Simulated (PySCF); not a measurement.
Estimate the missing entries of this data sheet.

Compound: C₆H₁₅P.
SMILES: `C=CP(C)(C)(C)C`

Conformer (atom-mapped SMILES and torsion angles): `[CH2:1]=[CH:2][P:3]([CH3:4])([CH3:5])([CH3:6])[CH3:7]`: C1–C2–P3–C4 -112°.

```json
{"property": "point group of the GFN2-xTB geometry", "level": "GFN2-xTB", "value": "?"}
{"property": "rotational constants A, B, C of the GFN2-xTB geometry", "level": "GFN2-xTB", "value": "2.312, 1.841, 1.615 GHz"}
{"property": "dipole moment", "level": "PBE0/pcSseg-1", "value": "0.30 D"}
{"property": "HOMO energy", "level": "PBE0/pcSseg-1", "value": "-5.64 eV"}
{"property": "LUMO energy", "level": "PBE0/pcSseg-1", "value": "?"}
{"property": "13C chemical shifts (computed TMS as zero) by class", "level": "GIAO PBE0/pcSseg-1", "value": "152.2 (1 C), 121.4 (1 C), 37.7 (1 C), 32.8 (1 C), 27.3 (1 C), 26.0 (1 C) ppm"}
{"property": "1H chemical shifts (computed TMS as zero) by class", "level": "GIAO PBE0/pcSseg-1", "value": "6.83 (1 H), 5.75 (1 H), 5.62 (1 H), 1.61 (3 H), 1.57 (3 H), 0.38 (3 H), 0.06 (3 H) ppm"}
{"property": "isotropic shieldings of nuclei other than C and H, by class", "level": "GIAO PBE0/pcSseg-1", "value": "?"}
```

Electronic properties: PySCF, gas phase, density fitting. NMR classes are plain means over equivalent atoms (diastereotopic ones count apart unless rotation or inversion swaps them), as if these changed places fast; in this geometry the members of some classes differ.

(1) The isotropic shieldings of nuclei other than C and H, by class?

(2) What is the point group of the GFN2-xTB geometry?

(3) What is the LUMO energy?

## Answers

(1) 478 (1 P) ppm.

(2) C1.

(3) 0.03 eV.

In atomic units the dipole is 0.12 e·bohr (1 au = 2.5417 D). The rotational constants make it an asymmetric top with κ = (2B − A − C)/(A − C) = -0.35, nearer the prolate limit (−1). A dipole of 0.30 D is allowed in C1, and pure rotational transitions are dipole-allowed. With B = h/(8π²I), that is 505.379 GHz u Å² over I, the principal moments of inertia are 218.6, 274.6 and 312.9 u Å² (most abundant isotopes).

For the NMR shielding job (PBE0/pcSseg-1), cost: about 1.8 min of CPU time on one thread; the machine was shared, so the figure is rough.
